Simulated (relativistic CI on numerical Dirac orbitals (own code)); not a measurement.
**Cu2+ in a cubic cluster: 3p photoemission with charge transfer**

Computed with a charge-transfer multiplet model of a cubic metal-ligand cluster with up to one ligand hole, Slater and spin-orbit integrals from Dirac-Coulomb-Breit ions, Slater integrals scaled by 0.8. The parameters are those of a tetrahedral site (10Dq negative, t2 hopping the larger). The ground state mixes d9 with configurations of k ligand holes L, whose averages lie at kΔ + k(k − 1)U_dd/2; a core hole lowers each added d electron by U_cd. 20 K, Lorentzian 0.9 eV and Gaussian 0.8 eV FWHM.

Atomic integrals in eV (Slater integrals scaled, ζ unscaled), ground: F2dd 11.066, F4dd 6.905, zeta_d 0.099; with the core hole: F2dd 11.066, F4dd 6.905, zeta_d 0.108, zeta_core 1.726, F2cd 11.934, G1cd 14.725, G3cd 8.972.

Cluster parameters (eV): U_dd = 8.4, U_cd = 9.4, 10Dq = -0.3, 10Dq(ligand) = 0, V(eg) = 1.07, V(t2g) = -1.83, final-state hopping factor = 1.

```
    Case   n_d    d9  d10L     S
Δ = 1 eV  9.34  0.66  0.34  0.50
Δ = 2 eV  9.24  0.76  0.24  0.50
Δ = 4 eV  9.12  0.88  0.12  0.50
Δ = 5 eV  9.09  0.91  0.09  0.50
Δ = 7 eV  9.05  0.95  0.05  0.50
```

Weights, n_d and S are thermal averages at 20 K. Binding energies count from the first peak over 30 % of the highest in each spectrum, which can be another peak from case to case. The parameters are a model scan and need not match a compound or its usual spin state. Peaks in eV (height, largest 100):
- Δ = 1 eV: 0.0 (100), 2.7 (53), 5.5 (27), 10.8 (33), 18.0 (19)
- Δ = 2 eV: 0.0 (100), 2.7 (55), 4.7 (36), 10.0 (45), 17.2 (26)
- Δ = 4 eV: 0.0 (100), 2.9 (66), 5.9 (14), 8.5 (59), 15.6 (36)
- Δ = 5 eV: 0.0 (100), 2.9 (62), 5.7 (15), 7.9 (58), 15.0 (37)
- Δ = 7 eV: 0.0 (100), 3.1 (36), 4.6 (29), 7.3 (49), 14.2 (36)

For the case Δ = 4 eV, Δ = 4 eV is smaller than U_dd = 8.4 eV, the charge-transfer side of the Zaanen-Sawatzky-Allen scheme. With the core hole the configuration with one ligand hole lies at Δ − U_cd = -8.4, -7.4, -5.4, -4.4, -2.4 eV from the one without, in the order of the table; where this is negative the screened configuration lies lower.
